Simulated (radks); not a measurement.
Values are calculated unless marked as measured or tabulated.
Problem. These are the eigenvalues of the occupied orbitals of an atom or ion with whole-number occupations (eV). Level of theory: non-relativistic Kohn-Sham, TPSS, spin-polarised, spherical densities, point nucleus; meta-GGA in the generalised Kohn-Sham scheme (a radial shooting solver on a logarithmic mesh with Libxc functionals).

1s down: -38608.94
1s up: -38608.94
2s up: -6234.300
2s down: -6233.247
2p up: -5908.842
2p down: -5908.058
3s up: -1552.473
3s down: -1552.139
3p up: -1411.986
3p down: -1411.509
3d up: -1151.928
3d down: -1150.995
4s up: -511.7831
4s down: -508.7054
4p up: -457.9836
4p down: -454.9302
4d up: -363.2006
4d down: -360.2263

Which element is it, and in what charge state? The configuration may be excited. Open shells, if any, are filled with parallel spins first.

Solution. Z = 58, cerium, charge +14: Ce14+ in [Kr] 4d8. The list shows which subshells hold electrons but not how many an open one holds; the 1s level, -1418.9 hartree, gives Z - s = 53.3 by -(Z - s)^2/2, which with screening narrows Z to a few neighbours, and the depths of the outer levels then fix element, charge and occupations together.
